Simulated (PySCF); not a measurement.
Two-component Hartree-Fock for Tc(39+) (technetium, charge +39)

Start: [He] 2s2. Calculated with PySCF 2.14 in an uncontracted even-tempered set (17 s from 18 bohr⁻², ratio 2.4; 12 p from 24 bohr⁻², ratio 2.4; 5 d from 75 bohr⁻², ratio 2.6; 4 f from 110 bohr⁻², ratio 2.6): generalised Hartree-Fock with the X2C-1e Hamiltonian and a Gaussian nucleus; one run each with spin-orbit coupling (SO) switched off, then screened by Boettger's factors.

| spinor shell | electrons | ε, spin-free (eV) | ε, screened SO (eV) | weight of nominal j (screened SO) | rms radius, screened SO (bohr) |
| --- | --- | --- | --- | --- | --- |
| 1s1/2 | 2 | -24568.5 | -24568.5 | 1.000 | 0.0391 |
| 2s1/2 | 2 | -5835.7 | -5835.7 | 1.000 | 0.151 |

```tsv
quantity	spin-free	screened SO
E (hartree)	-2303.91760	-2303.91760
M_J	0	0
⟨J²⟩	0.000	0.000
⟨L²⟩	0.000	0.000
⟨S²⟩	0.000	0.000
```

Breit and QED terms are absent; they matter most for the inner s and p1/2 levels.

Densities and radii are taken from the X2C orbitals without a picture-change correction, which distorts them close to the nucleus.

Without spin-orbit coupling the j labels of p, d and f shells carry no meaning; the spin-free column gives the mean over the occupied spinors of each nl shell.
